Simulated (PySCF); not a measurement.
H₃O₂, charge +1. Atoms are numbered in the order given.

```xyz
5

O      0.7711    -0.1406     0.0000
O     -0.6583     0.1220     0.0000
H      1.1189     0.7795     0.0000
H     -1.0109    -0.3155     0.8128
H     -1.0109    -0.3155    -0.8128
```
Charge +1, spin multiplicity 1.

Geometry: B3LYP-D3(BJ)/def2-TZVP. The isomer is the one that the SMILES or the coordinates give; other isomers of the formula were not compared.

Level of theory: ωB97X/def2-TZVPD in PySCF.

Mulliken values depend strongly on the basis, most of all with diffuse functions as here. Atomic charges (e):

```tsv
atom	meta-Löwdin	Mulliken
O1	[?]	-0.22
O2	[?]	-0.19
H3	[?]	0.43
H4	[?]	0.49
H5	[?]	0.49
```

Fill in the missing entries. (The exact figures need the calculation; the answer reports its results.)


- O1, meta-Löwdin: -0.21
- O2, meta-Löwdin: -0.11
- H3, meta-Löwdin: 0.42
- H4, meta-Löwdin: 0.45
- H5, meta-Löwdin: 0.45
